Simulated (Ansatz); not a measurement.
System: CsF, charge 0, multiplicity 1. 
Structure (B3LYP-D3(BJ)/def2-TZVP (Ansatz, an electronic-structure program) minimum search):
```xyz
2

Cs     0.0000     0.0000    -0.3380
F      0.0000     0.0000     2.0659
```

Basis-set convergence of Hartree-Fock and CCSD correlation energies (hartree) with Ansatz. Correlated levels leave the core frozen unless marked. No spin-orbit coupling. Frozen are the shells of the preceding noble gas and the d and f shells that filled before the atom's block. The outer core of K, Ca and their heavier congeners is not correlated, a term that matters for these elements. In def2 rows, elements after Kr have scalar-relativistic effective core potentials.

```json
[
 {"basis": "def2-SVP", "functions": "38", "E(HF)": "-119.24336", "E(corr, CCSD)": "-0.20288"},
 {"basis": "def2-TZVPP", "functions": "67", "E(HF)": "-119.38165", "E(corr, CCSD)": "-0.27176"},
 {"basis": "def2-QZVPP", "functions": "119", "E(HF)": "-119.38907", "E(corr, CCSD)": "-0.29787"}
]
```

Extrapolating the two largest sets (X = 3 and 4) as X^-3: E(corr) = (64·(-0.29787) - 27·(-0.27176))/37 = -0.3169 Eh, an estimate of the basis-set limit. The largest set recovers 94.0 % of it, the smallest 64.0 %.
